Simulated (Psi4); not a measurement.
Pair of molecules, SMILES N with SMILES [SeH2] (the first has 4 atoms); geometry from B3LYP-D3(BJ)/def2-TZVP, rigid monomers moved along the line of their centres of mass till N1···H7 is 3.01 Å.
(charge 0, multiplicity 1):
```
atom    x (Å)    y (Å)    z (Å)
----  -------  -------  -------
N     -0.0681  -0.1982   0.0157
H     -0.9794  -0.3057  -0.4151
H      0.3835   0.6005  -0.4148
H      0.4788  -1.0217  -0.2082
Se    -0.4501   0.3075   4.4672
H      0.8777   0.9272   4.5884
H     -0.2996   0.1548   2.9958
```

All values below come from SAPT0/aug-cc-pVDZ in Psi4.

Task: Which attractive term is largest, and how does the interaction split up?

Result: electrostatics -1.69, exchange 0.71, induction -0.38, dispersion -0.67, total -2.03 kcal/mol; the largest attraction is electrostatics.
